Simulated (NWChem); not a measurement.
# C3H3Br; SMILES C=C=CBr

```xyz
7

C      0.4338     2.8918     0.0000
C     -0.1870     1.7305     0.0000
C     -0.8109     0.5746     0.0000
Br     0.1110    -1.0986     0.0000
H      0.7037     3.4000    -0.9425
H      0.7037     3.4000     0.9425
H     -1.9065     0.4679     0.0000
```
Atoms are numbered in this order, from 1.

All runs use the structure optimised with PBE-D3(BJ)/def2-SVP.

Symmetry labels are those of Cs in the frame above (b1 and b2, or b-type labels, depend on it).

Q: List the 6 lowest vertical singlet excitations from B3LYP/6-31G* (spherical d), TDA (NWChem).

A: 
| state | energy (eV) | oscillator strength | symmetry | leading excitation (squared amplitude) |
|---|---|---|---|---|
| S1 | 4.48 | 0.000 | a" | HOMO → LUMO (0.99) |
| S2 | 5.73 | 0.001 | a' | HOMO−2 → LUMO (0.76) |
| S3 | 6.14 | 0.000 | a" | HOMO−1 → LUMO+1 (0.90) |
| S4 | 6.36 | 0.003 | a' | HOMO → LUMO+1 (0.42) |
| S5 | 6.65 | 0.002 | a" | HOMO → LUMO+2 (0.69) |
| S6 | 6.78 | 0.000 | a" | HOMO−2 → LUMO+1 (0.91) |
